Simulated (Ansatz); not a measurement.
Zn7S7, relaxed as a singlet with RKS r2SCAN-D4/def2-SVP in Ansatz, starting from the GFN1-xTB geometry. Force threshold 0.03 eV/Å.

Start:

```xyz
14

Zn    1.542   -2.526   -1.330
Zn    0.262    2.284    1.949
Zn    0.461   -0.858    2.030
Zn    1.686    1.325   -0.689
Zn   -0.581   -0.759   -3.104
Zn   -1.943    1.132    0.034
Zn   -1.675   -2.700   -0.686
S     2.028    3.015    0.563
S     2.193   -1.093    0.111
S    -0.361   -3.049   -2.607
S     0.678    0.608    3.561
S    -1.964    2.799    1.361
S    -1.847   -1.307    0.920
S    -0.479    1.127   -2.112
```

Problem. Estimate the energy that the relaxation releases and the steps that it takes.

Solution. 5.27 eV, in 42 steps; 2.6 min on 2 threads of AMD EPYC 7R13 on a shared host and a share (18 GiB) of an NVIDIA H100 80GB HBM3. The force fell under the threshold at step 4, but the optimiser went on and released 4.120 eV more. No frequencies were taken in this run, so the end may be a saddle point.

Problem. Does the start keep its bonding?

Solution. Bonds lost: Zn3–S13, Zn4–S9, Zn6–S14 (atoms count from 1). Bonds formed: Zn1–S13, Zn3–S8, Zn4–S12, Zn5–S9, Zn6–S11, Zn7–S12 (atoms count from 1). Metal–metal contacts that move far: Zn4–Zn5 3.91 to 2.77 Å, Zn6–Zn7 3.91 to 2.80 Å, Zn1–Zn7 3.28 to 2.61 Å, Zn2–Zn3 3.15 to 2.62 Å.

Problem. Predict the relaxed structure.

Solution. 
Cartesian coordinates in Å:
```
Zn -0.058 -2.499 -0.133
Zn -0.163 2.140 1.721
Zn 1.727 0.404 1.214
Zn 0.473 1.946 -1.164
Zn 0.791 -0.606 -2.197
Zn -1.119 -0.437 1.884
Zn -2.013 -0.882 -0.737
S 1.734 2.697 0.613
S 1.933 -1.371 -0.169
S -0.933 -2.165 -2.285
S 0.410 0.492 3.229
S -1.670 1.284 0.073
S -1.994 -2.344 1.162
S 0.881 1.341 -3.212
```
Bond lengths (bridged metal pairs left out): 21 × S–Zn 2.17 to 2.56 Å.
